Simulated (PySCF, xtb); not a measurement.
CH₅BrClNSi, SMILES C[Si](N)(Cl)Br. Other conformers were not sampled.

Harmonic wavenumbers (cm⁻¹) from GFN2-xTB (xtb 6.7.1) at its own minimum, in rising order: 103, 111, 125, 169, 185, 208, 219, 369, 397, 494, 732, 782, 821, 845, 937, 1384, 1472, 1474, 1497, 3033, 3035, 3040, 3491, 3530.

What does PySCF with PBE0-D3(BJ)/def2-SVP give at its own minimum? (An estimate is asked for; the answer gives what the named calculation found.)

121, 152, 159, 197, 216, 226, 286, 397, 449, 545, 720, 756, 805, 875, 913, 1269, 1420, 1423, 1538, 3065, 3173, 3186, 3602, 3703. Paired by order, the mean absolute difference is 56 cm⁻¹ and the zero-point energies are 40.7 and 41.7 kcal/mol.
